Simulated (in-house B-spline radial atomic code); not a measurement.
Values are calculated unless marked as measured or tabulated.
## Pd in an electron gas of r_s = 2.67: phase shifts, screening, friction and resistivity

A nucleus sits in a uniform electron gas with a rigid positive background. The Kohn-Sham equations are solved self-consistently in the spin-unpolarised LDA (PW92), non-relativistic, on B-splines with outgoing waves at the boundary and partial waves to l = 8. The model has no lattice, no bands and no magnetic solution. Atomic units; δ_l are the phase shifts at the Fermi level, counted so that each bound state adds π, and good to about 0.0005.

The density parameter is r_s = 2.67 bohr, near that of the valence electrons of Cu (1 per atom, density 8.96 g/cm³, mass 63.55 u, which gives r_s = 2.67).

| l | δ_l (rad) |
| --- | --- |
| 0 | 12.5869 |
| 1 | 9.6523 |
| 2 | 6.1158 |
| 3 | 0.0148 |
| 4 | 0.0028 |
| 5 | 0.0001 |
| 6 | 0.0000 |
| 7 | -0.0001 |
| 8 | -0.0001 |

Bound levels below the band bottom (hartree): s -21.81, p -18.33, d -11.88, s -2.649, p -1.574 and deeper ones.

Q: Check the Friedel sum rule, and say where the screening charge sits.

A: k_F = (9π/4)^(1/3)/r_s = 0.71879. The rule is Z = (2/π) Σ (2l + 1) δ_l. The terms are s 8.013, p 18.435, d 19.467, f 0.066 and 0.015 beyond, in all 45.995 against Z = 46. Bound states hold 8 s, 18 p, 10 d electrons, so the scattering states carry 10.00 in all.

Q: Find the transport cross section and the electronic stopping of a 1 keV Pd ion (mass 106.42 u).

A: σ_tr = (4π/k_F²) Σ (l + 1) sin²(δ_l − δ_(l+1)). The terms for l = 0 to 3 are 0.0422, 0.2960, 0.0985, 0.0006, all together 0.4374, so σ_tr = 24.323 × 0.4374 = 10.638 bohr². With n = 3/(4π r_s³) = 0.01254, the friction coefficient is Q = n k_F σ_tr = 0.0959. For v well below v_F = 0.719, dE/dx = Q v; with 24801 eV per u at v = 1, v = √(1000/(24801 × 106.42)) = 0.0195, so dE/dx = 0.00187 hartree/bohr = 0.96 eV/nm. The largest term couples the p and d waves.

Q: What residual resistivity would 1 atomic per cent of such centres give in Cu?

A: Δρ = k_F n_i σ_tr/n in atomic units of 21.74 μΩ·cm. With one host atom per 1 electron, n_i/n = 0.01/1, so Δρ = 0.7188 × 0.01000 × 10.638 × 21.74 = 1.66 μΩ·cm. This is an atom added to the gas, as on an interstitial site.

Q: On a substitutional site the background of one host ion, a sphere holding 1 charge, is taken out. The phase shifts for l = 0 to 4 become 12.3337, 9.4262, 6.0143, -0.0009, 0.0006. What follows?

A: The Friedel sum is now 44.99, for Z − 1 = 45. The sum in σ_tr is 0.4068, so σ_tr = 9.89 bohr² and Δρ = 1.55 μΩ·cm per atomic per cent, 0.93 times the value above. A real host ion scatters too, so this model doesn't give zero even for the host's own atom.
